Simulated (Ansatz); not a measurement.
Consider the redistribution: `[SH][Ge][Cl]` + `OBCBr` → `[SH][Ge][Br]` + `OBCCl`.

Isolated molecules relaxed with PBE0-D4/def2-TZVP in Ansatz; ΔE leaves out vibrations. CCSD(T)/CBS adds triple-zeta CCSD(T) − MP2 to the extrapolated MP2 energy (def2 sets, frozen cores). DFT in def2-TZVPP. B3LYP here is the variant with VWN-RPA as its local correlation; programs differ in this. HSE06 is defined as in plane-wave codes. For Br, Ge outer-core shells are correlated without core-valence functions, which leaves a few kJ/mol of doubt a bond. Scalar relativity is left out up to krypton. One conformer a species, not always the lowest.

Problem. Is it downhill or uphill in electronic energy at CCSD(T)/CBS, and by how much? (Best estimate.)

Solution. Computed: Downhill: ΔE = -0.08 eV.

Problem. What do these levels give: r2SCAN-D4, HSE06-D4, ωB97X-V, B3LYP, HF/def2-SVP, CCSD/CBS(def2)? (Estimate.)

Solution. Computed: r2SCAN-D4 -0.11, HSE06-D4 -0.12, ωB97X-V -0.09, B3LYP -0.09, HF/def2-SVP -0.06, CCSD/CBS(def2) -0.07 eV.

Largest T1 diagnostic among the species: 0.014.

Leaving LDA and LC-ωPBE aside and taking each functional with its dispersion term where it has one, the values, not all of them listed here, spread over 0.06 eV, from HSE06-D4 to B97M-V. LDA lies −0.07 eV from PBE without D4.
